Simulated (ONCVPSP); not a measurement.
**selenium (Se), ONCV: configuration errors across variants**

| Property | Result |
| --- | --- |
| Element | selenium (Se) |
| Generator | ONCVPSP 4.0.1 |
| Type | optimised norm-conserving Vanderbilt (ONCV) |
| Functional | PBE |
| Relativity | scalar-relativistic |
| Frozen core | [Ne] |
| Valence charge | 24 |
| Reference configuration | 3s2 3p6 3d10 4s2 4p4 |
| Partial waves | 3s+4s: rc 0.80 bohr, ncon 3, nbas 8, qcut 16.9 1/bohr, 2 projectors; 3p+4p: rc 1.10 bohr, ncon 4, nbas 7, qcut 14 1/bohr, 2 projectors; 3d: rc 0.80 bohr, ncon 5, nbas 10, qcut 18.6 1/bohr, local |
| Local potential | the d channel |
| Core correction | none |

All-electron excitation energies from the reference (eV): (1) 3s2 3p6 3d10 4s2 4p3 10.845; (2) 3s2 3p6 3d10 4s2 4p2 31.194; (3) 3s2 3p6 3d10 4s2 4p1 62.062; (4) 3s2 3p6 3d10 4s0 4p6 21.964.

1 further variants failed, have other tests or too few solved ones, and are left out.

A true bound ghost makes a file unfit for plane-wave use even where its test errors are small: the radial tests pick states by their node count and pass the ghost by.

Errors AE − PS in meV (a dash: test not solved or not reliable):

```tsv
change	(1)	(2)	(3)	(4)	bound ghosts	GHOST(+) flags above zero
base	-1.1	-3.4	-7.0	+0.5	s	none
p: rc 1.58	-1.7	-5.1	-11	+1.1	s	none
core correction Teter function, fcfact 3.75, rcfact 1.6	-1.1	-3.5	-7.1	+0.6	s	none
```

Q: Give the same row for: s: qcut 20.6; p: qcut 17.1; d: qcut 22.7.

A: +0.6, +0.3, -1.6, -2.3; bound ghosts: s, p; GHOST(+) flags above zero: none.
